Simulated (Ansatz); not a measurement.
Total energies of CH6GeO (`C[O][GeH3]`).

Z-matrix (Å, degrees):
```
C
O 1 1.406
H 1 1.099 2 112.2
H 1 1.093 2 108.1 3 119.0
H 1 1.099 2 112.2 3 -122.0
Ge 2 1.779 1 117.8 3 61.0
H 6 1.542 2 108.9 1 -59.8
H 6 1.531 2 104.9 1 -180.0
H 6 1.542 2 108.9 1 59.8
```

Charge 0, multiplicity 1. Correlated methods include outer-core shells of Ge, which these sets cover unevenly. Scalar relativity is left out up to krypton. The structure was optimised at the PBE0-D4/def2-TZVP level. Basis def2-TZVPP, Ansatz.

RPA on PBE orbitals: Hartree–Fock energy of these orbitals -2191.58313 Eh, correlation -1.11079 Eh (frozen core).

```csv
functional,kind,energy without D4 (Eh),D4 term (kJ/mol)
revPBE,GGA,-2193.78327,-41.9
r2SCANh,"meta-GGA hybrid, 10 %",-2193.89560,-3.3
```

**Question.** Give the same for LDA (SPW92), PBE, BLYP, r2SCAN, B97M-V, PBE0, B3LYP, r2SCAN0, HSE06 (plane-wave form), BHLYP, CAM-B3LYP, LC-ωPBE, ωB97X-V, ωB97M-V, B2PLYP, PBE-QIDH. (Best estimate.)

**Answer.** The calculation gave: 
```
             functional                                       kind  energy without D4 (Eh)  D4 term (kJ/mol)
            LDA (SPW92)                                        LDA             -2189.87194                 –
                    PBE                                        GGA             -2193.52168             -12.9
                   BLYP                                        GGA             -2193.99600             -28.8
                 r2SCAN                                   meta-GGA             -2193.90960              -3.1
                 B97M-V                         meta-GGA with VV10             -2193.57586                 –
                   PBE0         global hybrid, 25 % exact exchange             -2193.58676             -10.7
                  B3LYP                        global hybrid, 20 %             -2194.03887             -20.7
                r2SCAN0                      meta-GGA hybrid, 25 %             -2193.87586              -3.6
HSE06 (plane-wave form)                            screened hybrid             -2193.58090             -10.0
                  BHLYP                        global hybrid, 50 %             -2193.89966             -15.4
              CAM-B3LYP                     range-separated hybrid             -2194.05791             -10.8
                LC-ωPBE                long-range corrected hybrid             -2193.64822                 –
                ωB97X-V       range-separated hybrid GGA with VV10             -2193.75750                 –
                ωB97M-V  range-separated hybrid meta-GGA with VV10             -2193.80766                 –
                 B2PLYP                              double hybrid             -2193.52491                 –
               PBE-QIDH                              double hybrid             -2193.24690                 –
```

B3LYP takes the VWN-RPA correlation (the form of Gaussian; ORCA's B3LYP/G). HSE06 is the plane-wave form, built on full-range PBE exchange. The double hybrids freeze the cores in their second-order part.

LC-ωPBE has ω = 0.4 bohr⁻¹.
